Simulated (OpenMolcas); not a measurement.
Al I: thermal populations, the spin-orbit constant, worked from levels

* Program: OpenMolcas 26.06
* Basis: ANO-RCC-VTZP [5s4p2d1f]
* Scalar Hamiltonian: DKH2, point nucleus
* Active space: 3 electrons in 4 orbitals (3s 3p)
* State averaging: 2S+1 = 4 odd, 1 root (0 in the spin-orbit step); 2S+1 = 2 odd, 3 roots; 2S+1 = 4 even, 3 roots; 2S+1 = 2 even, 5 roots
* Spin-orbit coupling: state interaction with AMFI integrals over the reference wave functions, term energies averaged over their components

Methods: CASSCF; SS-CASPT2, IPEA 0.25 Eh, imaginary shift 0.1 Eh (closed shells correlated: 2s 2p). Measured levels: NIST Handbook of Basic Atomic Spectroscopic Data.

**Thermal populations.** Z = Σ (2J + 1) exp(-E/kT) with k = 0.695035 cm-1/K, over the levels below. No other level of either list lies under 25300 cm-1, which is above 7 kT at each temperature.

```csv
Level,2J + 1,SS-CASPT2,measured
3s2 3p 2P* 1/2,2,0.0,0.0
3s2 3p 2P* 3/2,4,103,112
```

| T (K) | Z, SS-CASPT2 | Z, measured levels | Ground level (%), SS-CASPT2 | Ground level (%), measured levels |
| --- | --- | --- | --- | --- |
| 2000 | 5.714 | 5.690 | 35.0 | 35.1 |
| 3000 | 5.807 | 5.791 | 34.4 | 34.5 |
| 5000 | 5.883 | 5.873 | 34.0 | 34.1 |

At 5000 K, kT = 3475 cm-1, and the computed levels give Z = 2.000 + 3.883 = 5.883.

**The spin-orbit constant.** For the Hund term 2P* of p1, E(J) = (A/2) J(J+1) + constant and ζ = 2S·A = A. From J = 1/2 to J = 3/2 the energy changes by 1.5 A.

| Source | E(3/2) - E(1/2) | A | ζ |
| --- | --- | --- | --- |
| CASSCF | 103.2 | 68.8 | 69 |
| SS-CASPT2 | 103.2 | 68.8 | 69 |
| measured | 112.1 | 74.7 | 75 |

All in cm-1. SS-CASPT2 is off by -7.9 % and CASSCF by -7.9 %. Both methods take the spin-orbit matrix elements from the reference wave functions, so the second can move ζ only through the term energies and any multistate remixing.

Without dynamic correlation excited terms often stand tens of per cent too high (terms of higher spin than the ground term too low), and those without a measured partner can miss by more than the paired ones (holds for CASSCF). Measured partners are found by configuration, term and J. A level has none where our copy of the source lacks it or the pairing is in doubt (some pairs that miss far off the trend of their configuration count as doubtful), and it then counts in no deviation. Levels of configurations outside the active space are missing.

* marks odd parity.
